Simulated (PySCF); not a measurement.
(F2B-mu-PH2)2.
Structure used (PBE0-D3(BJ)/def2-SVP), in Å, numbered top down from 1:
```xyz
12
B2F4H4P2 angstrom
B     -0.1601    0.7796   -1.2456
F     -1.2938    1.4774   -1.4958
F      0.8106    0.8343   -2.1887
P     -0.5540   -1.1602   -0.6452
B      0.1875   -0.7963    1.2512
F      1.3240   -1.4914    1.4951
F     -0.7794   -0.8556    2.1984
P      0.5730    1.1465    0.6544
H      0.1098   -2.1732   -1.3768
H     -1.9103   -1.5597   -0.7080
H      1.9219    1.5673    0.7313
H     -0.1136    2.1484    1.3809
```

NICS is the negative of the GIAO shielding at a point without a nucleus: at the ring centre (0) and 1 Å above and below it (1); zz is the component along the ring normal. Level: GIAO B3LYP/pcSseg-1 (PySCF, non-relativistic, gas phase) on the PBE0-D3(BJ)/def2-SVP geometry, one conformer.

Ring bond lengths (Å): B1–P4 2.068, P4–B5 2.068, B5–P8 2.069, P8–B1 2.069.

Question: Give the NICS values of each ring in ppm.

Answer: 
```tsv
ring	type	NICS(0)	NICS(1), two faces	NICS(1)zz, two faces	rms pucker (Å)	centre to ring atoms, mean (Å)
B1–P4–B5–P8	4-membered ring with 2 B and 2 P	3.7	0.0 / 0.1	5.7 / 5.8	0.00	1.46
```

Question: What can be read from them?

Answer: 
- B1–P4–B5–P8: mean NICS(1)zz 5.7 ppm, deshielded. B1, P4, B5, P8 have four or more neighbours, so the value isn't read as a sign of a π ring current.

Question: What is the mean of the two in-plane components of NICS at the first NICS(1) probe listed for ring B1–P4–B5–P8, 1 Å off the ring?

Answer: The isotropic value is a third of the trace: (3 × 0.0 − (5.7))/2 = -2.9 ppm.

Question: List the ring angles.

Answer: 
- B1–P4–B5–P8: B1 88.1°, P4 91.9°, B5 88.1°, P8 91.9°; sum 360.0° against 360° for a flat convex ring.

Question: How do the values depend on the level or the medium?

Answer: 
| level | NICS(0), B1–P4–B5–P8 | mean NICS(1)zz, B1–P4–B5–P8 |
| --- | --- | --- |
| B3LYP/pcSseg-1, gas | 3.7 | 5.7 |
| PBE0/pcSseg-1, gas | 3.8 | 5.9 |

The geometry is the same throughout.

Hardware: an Intel Xeon at 2.50 GHz with one thread, shared host with 64 logical CPUs at a one-minute load of 64. Cost: 49 s of wall time, 1.0 GiB resident at most. This is the whole shielding run at B3LYP/pcSseg-1, SCF included.
